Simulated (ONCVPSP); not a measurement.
**Reading a pseudo-wave (potassium (K))**

Columns: radius, all-electron u(r) and pseudo u(r) of the 3s shell (level -35.27 eV) of potassium in the configuration [Ne] 3s2 3p6 4s1; PBEsol, scalar-relativistic, ONCV scheme, ONCVPSP 4.0.1.

```
r (bohr)  all-electron  pseudo
   0.113       -0.0341  0.1509
   0.225       -0.4709  0.2960
   0.338       -0.4152  0.4335
   0.450       -0.1020  0.5569
   0.563        0.2606  0.6647
   0.675        0.5649  0.7523
   0.788        0.7843  0.8189
   0.900        0.9152  0.8623
   1.013        0.9742  0.8830
   1.125        0.9782  0.8818
   1.238        0.9442  0.8607
   1.350        0.8865  0.8230
   1.463        0.8148  0.7717
   1.575        0.7377  0.7116
   1.688        0.6591  0.6454
   1.800        0.5838  0.5777
   1.913        0.5124  0.5103
   2.025        0.4474  0.4469
   2.138        0.3881  0.3880
   2.250        0.3355  0.3355
   2.363        0.2886  0.2886
   2.475        0.2478  0.2478
   2.588        0.2120  0.2119
   2.700        0.1811  0.1811
   2.813        0.1542  0.1542
   2.925        0.1313  0.1313
```

Question: How many radial nodes do the two functions have?

Answer: The all-electron 3s function has n − l − 1 = 2 (the table is too coarse to show those close to the nucleus); the pseudo-wave has 0, since the states of the same l below it are removed with the core.

Question: At about which radius was the pseudo-wave matched?

Answer: 2.25 bohr, where the columns begin to agree (steps of 0.11 bohr).

Question: Where does each function peak?

Answer: Outermost all-electron maximum near 1.12 bohr, pseudo maximum near 1.01 bohr (to the table’s step).

Question: Is the pseudo-wave norm-conserving?

Answer: Yes: the ONCV scheme keeps the norm inside the radius equal to the all-electron one, which fixes the energy derivative of the logarithmic derivative at the level.
